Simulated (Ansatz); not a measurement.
Reaction (SMILES): [BH] (BH) (closed-shell singlet) → B atom + H atom
B3LYP-D3(BJ)/def2-TZVP geometries, fixed; electronic energies without zero-point terms.

Core correlation in the atomisation energy at CCSD(T) with Ansatz (a first-principles code), in kcal/mol: frozen core against all electrons. Core-valence sets carry the plain set on hydrogen. A restricted Hartree-Fock determinant is unstable towards unrestricted orbitals. Open shells are unrestricted.

```
basis      functions, most  frozen core
---------  ---------------  -----------
cc-pVDZ                 19        79.05
cc-pCVDZ                23        79.12
cc-pVTZ                 44        83.27
cc-pCVTZ                57        83.29
cc-pwCVTZ               57        83.38
cc-pVQZ                 85        84.26
cc-pCVQZ               114        84.27
cc-pwCVQZ              114        84.28
```

How large is the core term in each set?

The largest core-valence set, cc-pwCVQZ, gives a core term of 0.20 kcal/mol; the valence set cc-pVQZ, which lacks functions for the core, gives 0.77. By row: cc-pVDZ 0.15, cc-pCVDZ 0.10, cc-pVTZ 1.29, cc-pCVTZ 0.15, cc-pwCVTZ 0.18, cc-pVQZ 0.77, cc-pCVQZ 0.19, cc-pwCVQZ 0.20.
